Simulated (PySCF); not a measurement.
A species of formula C2H8OSSi has this rotational fingerprint, computed with PySCF 2.14.0, PBE0-D3(BJ)/def2-SVP geometry optimisation, gas phase:

```
Rotational constants : A = 4675, B = 1988, C = 1636 MHz
Dipole components    : |μa| = 0.26 D, |μb| = 1.86 D, |μc| = 1.26 D
Inertial defect      : -53.40 u·Å²
κ                    : -0.77
```

Problem. Which structure is it? (One computed conformer of each.)
A. `[CH3:1][O:2][SiH2:3][S:4][CH3:5]` with C1–O2–Si3–S4 48°, O2–Si3–S4–C5 -88°
B. `[CH3:1][O:2][CH2:3][SiH2:4][SH:5]` with C1–O2–C3–Si4 178°, O2–C3–Si4–S5 -53°, C3–Si4–S5–H 37°

Solution. A. It is CO[SiH2]SC, an asymmetric top, point group C1. The candidates at the same level (rigid rotor, commonest isotopes):

| SMILES | A (MHz) | B (MHz) | C (MHz) | μa (D) | μb (D) | μc (D) | Δ (u·Å²) | point group | rotor |
| --- | --- | --- | --- | --- | --- | --- | --- | --- | --- |
| COC[SiH2]S | 5368 | 1631 | 1325 | 2.62 | 0.74 | 0.59 | -22.68 | C1 | asymmetric top |
| CO[SiH2]SC | 4675 | 1988 | 1636 | 0.26 | 1.86 | 1.26 | -53.40 | C1 | asymmetric top |

`COC[SiH2]S` has C 19 % too low. No structure here is proved a minimum.
